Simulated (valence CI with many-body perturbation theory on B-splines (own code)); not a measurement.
## Ru13+: electric-dipole lines

Level of theory: valence CI with perturbative core correlation (CI+MBPT): three valence electrons over a frozen Dirac-Fock core [Ar] 3d10, radial functions for each j: 11 s, 11 p, 9 d, 7 f, 5 g, 2 h, 1 i, with the one-electron correlation potential Σ1 (screened to all orders), the two-electron term Σ2, the three-electron term Σ3, Breit, model QED; selected single and double excitations, second order for the rest (own B-spline code, finite nucleus).

No measured levels were compared; by estimate levels hold to about 250 cm⁻¹ or 0.2 % of their energy and the worst to 1 %, as in measured heavy ions of charge 2 to 7; those with d or f electrons hold less well.

Lines 51 to 100 of 278 in falling wavelength, among levels below 1109000 cm⁻¹, chosen from the strongest by gf and those to the six lowest levels. Wavelengths and rates use the calculated energies, so an error of 1000 cm⁻¹ moves a line at 34.11 nm by 0.34 % and its rate by three times that or more. Electric multipoles are in the length gauge, E1 and E2 with the static RPA response of the core. Weak lines are less certain than strong ones. Lines between different terms over intervals too small for the method are left out, as are lines whose strength nearly cancels. Where a level lies close to another of its J and parity, the split of strength between their lines is uncertain. The highest levels of a list are the least certain.

Names give the largest LS component (configuration and term), which can be under half, so a name can repeat, a term be missing and a line seem to break the LS rules; names also repeat where a configuration has a term twice. Letters in brackets count levels of one name in rising energy.

```tsv
λ vac (nm)	Upper	Lower	A (s⁻¹)	log gf	Branch %
34.11	4p2 4d 4F_3/2	4s 4p 4d 4F°_5/2	6.49e+09	-0.34	31.7
33.91	4p2 4d 4D_7/2	4s 4p 4d 4D°_5/2 [b]	2.08e+09	-0.54	11.1
33.75	4p2 4d 4F_9/2	4s 4p 4d 4F°_9/2	8.25e+09	0.15	56.3
33.63	4p2 4d 2P_1/2 [a]	4s 4p 4d 4P°_3/2	6.77e+09	-0.64	11.7
33.57	4p2 4d 4D_7/2	4s 4p 4d 4D°_7/2	1.96e+09	-0.58	10.4
33.21	4p2 4d 4F_3/2	4s 4p 4d 4F°_3/2	5.92e+09	-0.41	28.9
33.03	4p2 4d 4P_5/2	4s 4p 4d 4D°_7/2	8.62e+09	-0.07	6.9
33.02	4p2 4d 2F_7/2 [b]	4s 4p 4d 2F°_7/2 [a]	1.83e+09	-0.62	1.4
32.97	4s 4p2 2P_1/2	4s2 4p 2P°_3/2	5.08e+08	-1.78	1.3
32.96	4p2 4d 4F_5/2	4s 4p 4d 4F°_5/2	1.95e+09	-0.72	10.8
32.82	4p2 4d 2F_7/2 [a]	4s 4p 4d 4F°_7/2	3.73e+09	-0.32	30.9
32.82	4p3 4S°_3/2 [a]	4s 4p2 4P_5/2	1.21e+10	-0.11	42.6
32.55	4s 4p2 2D_3/2	4s2 4p 2P°_1/2	8.00e+09	-0.29	99.7
32.45	4p2 4d 4F_7/2	4s 4p 4d 4F°_7/2	2.86e+09	-0.44	16.9
32.34	4p2 4d 2F_5/2 [a]	4s 4p 4d 4F°_5/2	3.60e+09	-0.47	30.9
32.32	4s 4p 4d 2P°_3/2 [a]	4s2 4d 2D_3/2	3.26e+09	-0.69	3.0
32.27	4p2 4d 4P_3/2	4s 4p 4d 4D°_5/2 [a]	6.00e+09	-0.43	4.9
32.07	4s 4p 4d 2F°_7/2 [b]	4s2 4d 2D_5/2	1.01e+10	0.09	9.4
31.91	4p2 4d 2D_3/2 [b]	4s 4p 4d 2F°_5/2 [a]	5.19e+09	-0.50	9.4
31.57	4p2 4d 4F_9/2	4s 4p 4d 4F°_7/2	2.76e+09	-0.38	18.9
31.53	4p2 4d 2F_5/2 [a]	4s 4p 4d 4F°_3/2	1.94e+09	-0.76	16.7
31.50	4p2 4d 2F_7/2 [a]	4s 4p 4d 4F°_5/2	2.28e+09	-0.57	18.9
31.39	4p2 4d 2D_5/2	4s 4p 4d 4P°_3/2	2.25e+09	-0.70	2.0
31.38	4p2 4d 2F_5/2 [b]	4s 4p 4d 2F°_5/2 [a]	2.16e+09	-0.72	1.5
31.34	4p2 4d 4P_1/2	4s 4p 4d 4P°_1/2	5.99e+09	-0.75	4.4
31.28	4p2 4d 2D_5/2	4s 4p 4d 4D°_7/2	3.90e+09	-0.46	3.5
31.26	4p2 4d 4P_1/2	4s 4p 4d 2D°_3/2 [a]	1.05e+10	-0.51	7.7
31.18	4s 4p 4d 2F°_5/2 [b]	4s2 4d 2D_3/2	1.24e+10	0.04	11.6
31.16	4p3 4S°_3/2 [a]	4s 4p2 4P_3/2	5.71e+09	-0.48	20.0
31.12	4p2 4d 2P_3/2	4s 4p 4d 4F°_5/2	3.15e+09	-0.74	9.5
30.96	4p2 4d 2D_5/2	4s 4p 4d 4D°_5/2 [a]	3.03e+09	-0.58	2.8
30.85	4p2 4d 4D_5/2	4s 4p 4d 4F°_7/2	6.45e+09	-0.26	20.7
30.80	4p2 4d 2D_3/2 [a]	4s 4p 4d 4D°_5/2 [b]	7.93e+09	-0.35	7.2
30.62	4p3 4S°_3/2 [b]	4s 4p2 4P_5/2	8.07e+09	-0.34	25.8
30.52	4p2 4d 4D_7/2	4s 4p 4d 4F°_9/2	6.20e+09	-0.16	33.0
30.47	4p3 2P°_1/2	4s 4p2 2D_3/2	1.93e+10	-0.27	68.5
30.37	4p2 4d 2P_3/2	4s 4p 4d 4F°_3/2	7.49e+09	-0.38	22.5
30.36	4p2 4d 4P_5/2	4s 4p 4d 4D°_3/2	3.47e+09	-0.54	2.8
30.32	4p3 2D°_5/2	4s 4p2 4P_5/2	1.79e+09	-0.83	14.4
30.27	4p2 4d 2D_3/2 [a]	4s 4p 4d 2D°_3/2 [a]	7.11e+09	-0.41	6.4
30.21	4p2 4d 4D_1/2	4s 4p 4d 4F°_3/2	1.57e+10	-0.37	57.4
30.03	4p2 4d 2G_9/2	4s 4p 4d 4F°_9/2	5.83e+09	-0.10	48.4
30.01	4p2 4d 4P_3/2	4s 4p 4d 4D°_3/2	5.40e+09	-0.53	4.4
29.97	4p2 4d 2D_3/2 [b]	4s 4p 4d 4D°_5/2 [a]	3.93e+09	-0.67	7.1
29.92	4p2 4d 4P_5/2	4s 4p 4d 4P°_5/2	8.22e+09	-0.18	6.6
29.82	4p2 4d 2G_7/2	4s 4p 4d 4F°_7/2	3.02e+09	-0.49	18.7
29.79	4p2 4d 2F_5/2 [b]	4s 4p 4d 4D°_7/2	2.39e+09	-0.72	1.7
29.68	4p2 4d 4D_5/2	4s 4p 4d 4F°_5/2	7.21e+09	-0.24	23.2
29.61	4p3 2P°_3/2	4s 4p2 2D_5/2	1.17e+10	-0.21	41.2
29.58	4p2 4d 4D_3/2	4s 4p 4d 4F°_5/2	4.92e+09	-0.59	11.9
```
